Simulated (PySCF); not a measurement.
# SnO⁺ at UHF-SCS-MP2

Computed with UHF-SCS-MP2; Sn def2-TZVPPD with ECP28, O def2-TZVPPD; scalar-relativistic core potentials (PySCF 2.14).

* state: ²Π (doublet), unpaired electrons π ↑
* bond length: 1.971 Å
* harmonic wavenumber: 654 cm⁻¹
* force constant: 3.55 mdyn/Å
* rotational constant Be: 0.3076 cm⁻¹
* well depth De to Sn⁺ + O: 71.5 kcal/mol
* dissociation energy D0: 70.5 kcal/mol

Correlated steps freeze 5 core orbitals. These are scalar-relativistic numbers at best; spin–orbit coupling would shift them, the dissociation energy most. For an ion De counts to the pair picked by the measured ionisation energies or electron affinities, which need not be the lowest pair at this level. The state is the lowest determinant that a PBE0 search found; another state may lie lower at other levels.
